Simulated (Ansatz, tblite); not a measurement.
Spin states of Te₆Mo₃, each relaxed with PBE-D4/def2-SVP in Ansatz. Electronic energies in the gas phase.

In the def2 sets Mo, Te take a core potential; there is no spin–orbit coupling. The xTB rows come from tblite. Correlated methods freeze 24 core orbitals; core or outer-core shells of Mo, Te are correlated, in sets that lack core-valence functions. Single mean-field runs in def2-TZVP are fitted with def2-universal-jkfit.

Singlet geometry:

```xyz
9

Mo    0.3611    1.1949    0.0604
Mo    1.1560   -0.9101    0.6305
Mo   -1.1646   -0.8786   -0.8054
Te    0.9461    3.1203    1.7915
Te   -2.2898    1.2625    0.2098
Te    1.2994   -0.3331   -1.9758
Te   -0.8176   -2.6238    1.1447
Te    2.7171    0.8842    1.8636
Te   -2.2077   -1.7163   -2.9193
```

Triplet geometry:

| atom | x (Å) | y (Å) | z (Å) |
| --- | --- | --- | --- |
| Mo1 | 0.068 | 1.068 | -0.902 |
| Mo2 | 0.963 | 0.407 | 1.013 |
| Mo3 | -1.263 | -1.348 | 0.211 |
| Te4 | 1.883 | 2.854 | -1.761 |
| Te5 | -2.593 | 0.593 | -0.917 |
| Te6 | 1.150 | -1.427 | -0.982 |
| Te7 | -0.887 | -0.644 | 2.692 |
| Te8 | 3.062 | 2.048 | 0.640 |
| Te9 | -2.383 | -3.551 | 0.007 |

⟨S²⟩: triplet 2.07 at PBE0-D4/def2-TZVP (pure 2.00).

Run but left out: HF/def2-TZVP, MP2/def2-TZVP (singlet: restricted singlet, unstable towards broken spin symmetry); BHLYP-D4/def2-TZVP (singlet: restricted singlet, unstable in another Hartree–Fock run and untested here); LC-ωPBE/def2-TZVP (triplet: ⟨S²⟩ 2.75, where a pure state has 2.00).

Only these spin states were relaxed. Higher spins weren't run and may lie lower. The triplet has other bonds than the singlet, so the gap mixes isomer and spin.

```tsv
level	triplet − singlet (kJ/mol)	lowest of these	remarks
GFN1-xTB	145.7	singlet	–
GFN2-xTB	163.6	singlet	–
PBE-D4/def2-TZVP	37.3	singlet	restricted SCF unstable in HF (singlet)
r2SCAN-D4/def2-TZVP	30.1	singlet	restricted SCF unstable in HF (singlet)
r2SCANh-D4/def2-TZVP	25.9	singlet	restricted SCF unstable in HF (singlet)
PBE0-D4/def2-TZVP	27.6	singlet	restricted SCF unstable in HF (singlet)
RPA@PBE/def2-TZVP	36.1	singlet	restricted SCF unstable in HF (singlet)
```

Change of the triplet − singlet gap on mixing in exact exchange, in kJ/mol: PBE to PBE0 (25 % exact exchange) -9.7; r2SCAN to r2SCANh (10 % exact exchange) -4.2.

The xTB methods have no term that favours high spin, so they put low spin too low.
